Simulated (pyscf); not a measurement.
Single points on ωB97X-D3(BJ)/def2-SVP structures (PySCF, gas phase). MP2 and CC: frozen core, UHF for open shells. ΔMP2 is the change of the MP2 total energy from the triple- to the quadruple-zeta basis.

**Question.** For the elementary gas-phase step [H₃C–InH]• → •H₂C–InH₂ (doublet surface; C–H broken, H–In formed), what barrier and reaction energy does CCSD(T)/def2-TZVPP + ΔMP2(QZVPP) give, measured from the reactant's lowest minimum found?

**Answer.** ΔE‡ = 65.1 kcal/mol, ΔE = +30.7 kcal/mol. Zero-point energy shifts the barrier by -4.2 kcal/mol. It is a hydrogen shift, with an imaginary mode of 1644i cm⁻¹. This is the saddle that the search found; another between the same sides may lie lower. The CCSD(T) − MP2 part came from Ansatz, without density fitting, on the same reference. A UHF reference is spin-contaminated (<S²> up to 0.94), which harms MP2 most. The frozen core leaves the outer d or s,p core shells of the metals and heavy elements correlated in the MP2 and CC values, and def2-TZVPP describes them poorly, which can shift differences by a few kcal/mol. Elements past Kr carry the def2 core potentials, without spin-orbit coupling.
